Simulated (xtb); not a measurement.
xtb input (GFN1-xTB):

```bash
xtb mol.xyz --gfn 1 --sp --chrg 0 --uhf 0
```
mol.xyz:
```
9

Si     0.06011780    -0.00041428    -0.12008584
Cl     0.41115594    -1.60875126     1.09264030
Cl     0.26758489     1.69131366     1.00938054
Cl     1.39456146     0.01912092    -1.64687463
O     -1.41285836    -0.08080807    -0.76659276
C     -2.64698700    -0.11638217    -0.04849921
H     -3.44654493    -0.16972482    -0.78403857
H     -2.68948976    -0.99456929     0.59821061
H     -2.76696459     0.78623524     0.55328139
```

Output:

```
           -------------------------------------------------
          |                Calculation Setup                |
           -------------------------------------------------

           -------------------------------------------------
          |                 G F N 1 - x T B                 |
           -------------------------------------------------

        Reference                      10.1021/acs.jctc.7b00118
      * Hamiltonian:
        H0-scaling (s, p, d)           1.850000    2.250000    2.000000
        zeta-weighting                 0.000000
      * Dispersion:
        s8                             2.400000
        a1                             0.630000
        a2                             5.000000
        s9                             0.000000
      * Repulsion:
        kExp                           1.500000
        rExp                           1.000000
      * Coulomb:
        alpha                          2.000000
        third order                    atomic
        anisotropic                    false
      * Halogen bond correction:
        rad-scale                      1.300000
        damping                        0.440000

          ...................................................
          :                      SETUP                      :
          :.................................................:
          :  # basis functions                  54          :
          :  # atomic orbitals                  50          :
          :  # shells                           22          :
          :  # electrons                        38          :
          :  # halogen bonds                     3          :
          :  max. iterations                   250          :
          :  Hamiltonian                  GFN1-xTB          :
          :  restarted?                      false          :
          :  GBSA solvation                  false          :
          :  PC potential                    false          :
          :  electronic temp.          300.0000000     K    :
          :  accuracy                    1.0000000          :
          :  -> integral cutoff          0.2500000E+02      :
          :  -> integral neglect         0.1000000E-07      :
          :  -> SCF convergence          0.1000000E-05 Eh   :
          :  -> wf. convergence          0.2000000E-04 e    :
          :  Broyden damping             0.4000000          :
          :  net charge                          0          :
          :  unpaired electrons                  0          :
          ...................................................

 iter      E             dE          RMSdq      gap      omega  full diag
   1    -23.3953516 -0.233954E+02  0.776E+00    7.96       0.0  T
   2    -23.4152787 -0.199271E-01  0.456E+00    8.03       1.0  T
   3    -23.4049000  0.103787E-01  0.116E+00    8.14       1.0  T
   4    -23.4161284 -0.112284E-01  0.367E-01    8.26       1.0  T
   5    -23.4179537 -0.182536E-02  0.505E-02    8.26       1.0  T
   6    -23.4179591 -0.534130E-05  0.239E-02    8.25       1.4  T
   7    -23.4179593 -0.256452E-06  0.235E-03    8.24      14.2  T
   8    -23.4179594 -0.358625E-07  0.466E-04    8.24      71.6  T
   9    -23.4179594 -0.224153E-08  0.251E-04    8.24     132.8  T
  10    -23.4179594 -0.658410E-09  0.173E-05    8.24    1932.2  T
  11    -23.4179594 -0.139266E-11  0.552E-06    8.24    6037.6  T

   *** convergence criteria satisfied after 11 iterations ***

         #    Occupation            Energy/Eh            Energy/eV
      -------------------------------------------------------------
         1        2.0000           -0.9094650             -24.7478
       ...           ...                  ...                  ...
        13        2.0000           -0.4896371             -13.3237
        14        2.0000           -0.4799719             -13.0607
        15        2.0000           -0.4710648             -12.8183
        16        2.0000           -0.4705674             -12.8048
        17        2.0000           -0.4616142             -12.5612
        18        2.0000           -0.4599105             -12.5148
        19        2.0000           -0.4559762             -12.4077 (HOMO)
        20                         -0.1530497              -4.1647 (LUMO)
        21                         -0.1494096              -4.0656
        22                         -0.1201082              -3.2683
        23                         -0.1174132              -3.1950
        24                         -0.1029283              -2.8008
       ...                                ...                  ...
        50                          1.2903372              35.1119
      -------------------------------------------------------------
                  HL-Gap            0.3029265 Eh            8.2430 eV
             Fermi-level           -0.3045129 Eh           -8.2862 eV

 SCC (total)                   0 d,  0 h,  0 min,  0.013 sec
 SCC setup                      ...        0 min,  0.000 sec (  0.717%)
 Dispersion                     ...        0 min,  0.000 sec (  0.275%)
 classical contributions        ...        0 min,  0.000 sec (  0.178%)
 integral evaluation            ...        0 min,  0.004 sec ( 26.283%)
 iterations                     ...        0 min,  0.004 sec ( 27.912%)
 molecular gradient             ...        0 min,  0.006 sec ( 43.617%)
 printout                       ...        0 min,  0.000 sec (  0.907%)

         :::::::::::::::::::::::::::::::::::::::::::::::::::::
         ::                     SUMMARY                     ::
         :::::::::::::::::::::::::::::::::::::::::::::::::::::
         :: total energy             -23.310687045006 Eh    ::
         :: gradient norm              0.035798687245 Eh/a0 ::
         :: HOMO-LUMO gap              8.243048718750 eV    ::
         ::.................................................::
         :: SCC energy               -23.417959380498 Eh    ::
         :: -> electrostatic           0.036461368506 Eh    ::
         :: repulsion energy           0.111942510261 Eh    ::
         :: dispersion energy         -0.004670174769 Eh    ::
         :: halogen bond corr.         0.000000000000 Eh    ::
         :: add. restraining           0.000000000000 Eh    ::
         :: total charge               0.000000000000 e     ::
         :::::::::::::::::::::::::::::::::::::::::::::::::::::

           -------------------------------------------------
          |                Property Printout                |
           -------------------------------------------------

    * Orbital Energies and Occupations

         #    Occupation            Energy/Eh            Energy/eV
      -------------------------------------------------------------
         1        2.0000           -0.9094650             -24.7478
       ...           ...                  ...                  ...
         7        2.0000           -0.5910637             -16.0837
         8        2.0000           -0.5849511             -15.9173
         9        2.0000           -0.5535229             -15.0621
        10        2.0000           -0.5071666             -13.8007
        11        2.0000           -0.5012047             -13.6385
        12        2.0000           -0.4960515             -13.4982
        13        2.0000           -0.4896371             -13.3237
        14        2.0000           -0.4799719             -13.0607
        15        2.0000           -0.4710648             -12.8183
        16        2.0000           -0.4705674             -12.8048
        17        2.0000           -0.4616142             -12.5612
        18        2.0000           -0.4599105             -12.5148
Note: The following floating-point exceptions are signalling: IEEE_DENORMAL
normal termination of xtb
        19        2.0000           -0.4559762             -12.4077 (HOMO)
        20                         -0.1530497              -4.1647 (LUMO)
        21                         -0.1494096              -4.0656
        22                         -0.1201082              -3.2683
        23                         -0.1174132              -3.1950
        24                         -0.1029283              -2.8008
        25                         -0.0799128              -2.1745
        26                         -0.0778179              -2.1175
        27                         -0.0483394              -1.3154
        28                         -0.0460735              -1.2537
        29                         -0.0404789              -1.1015
        30                         -0.0396514              -1.0790
       ...                                ...                  ...
        50                          1.2903372              35.1119
      -------------------------------------------------------------
                  HL-Gap            0.3029265 Eh            8.2430 eV
             Fermi-level           -0.3045129 Eh           -8.2862 eV

  Mulliken/CM5 charges         n(s)   n(p)   n(d)
     1Si    0.49565  0.35558   0.914  1.335  1.255
     2Cl   -0.13062 -0.08619   1.891  5.252 -0.012
     3Cl   -0.13062 -0.08619   1.891  5.252 -0.012
     4Cl   -0.09041 -0.04335   1.888  5.214 -0.012
     5O    -0.40680 -0.46628   1.634  4.773  0.000
     6C     0.17689  0.05943   0.971  2.852  0.000
     7H     0.02963  0.08985   0.970  0.000  0.000
     8H     0.02813  0.08857   0.972  0.000  0.000
     9H     0.02813  0.08857   0.972  0.000  0.000

Wiberg/Mayer (AO) data.
largest (>0.10) Wiberg bond orders for each atom

 ---------------------------------------------------------------------------
     #   Z sym  total        # sym  WBO       # sym  WBO       # sym  WBO
 ---------------------------------------------------------------------------
     1  14 Si   5.250 --     4 Cl   1.343     5 O    1.319     2 Cl   1.277
                             3 Cl   1.277
     2  17 Cl   1.386 --     1 Si   1.277
     3  17 Cl   1.386 --     1 Si   1.277
     4  17 Cl   1.446 --     1 Si   1.343
     5   8 O    2.331 --     1 Si   1.319     6 C    0.902
     6   6 C    3.904 --     7 H    0.987     8 H    0.986     9 H    0.986
                             5 O    0.902
     7   1 H    1.017 --     6 C    0.987
     8   1 H    1.010 --     6 C    0.986
     9   1 H    1.010 --     6 C    0.986
 ---------------------------------------------------------------------------

Topologies differ in total number of bonds
Writing topology from bond orders to xtbtopo.mol

 dipole moment from electron density (au)
     X       Y       Z
  -1.0009  -0.0379   0.2241  total (Debye):    2.609

           -------------------------------------------------
          | TOTAL ENERGY              -23.310687045006 Eh   |
          | GRADIENT NORM               0.035798687245 Eh/α |
          | HOMO-LUMO GAP               8.243048718750 eV   |
           -------------------------------------------------

------------------------------------------------------------------------
------------------------------------------------------------------------
 total:
 SCF:
```
